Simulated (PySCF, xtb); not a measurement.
B(Cl)(OMe)(SeH) (CH₄BClOSe), SMILES COB(Cl)[SeH]. The values are those of a single conformer.

Harmonic wavenumbers (cm⁻¹) from GFN2-xTB (xtb) at its own minimum, in rising order: 94, 152, 165, 186, 269, 372, 389, 398, 656, 772, 983, 1123, 1131, 1309, 1413, 1446, 1460, 2144, 2917, 2979, 2984.

Q: What does B3LYP-D3(BJ)/def2-SVP run with PySCF 2.14.0 give at its own minimum? (The exact figures need the calculation; the answer reports its results.)

A: 94, 155, 163, 211, 304, 376, 439, 491, 715, 949, 1041, 1172, 1192, 1374, 1470, 1476, 1500, 2438, 3018, 3099, 3144. Paired by order, the mean absolute difference is 71 cm⁻¹ and the zero-point energies are 33.4 and 35.5 kcal/mol.
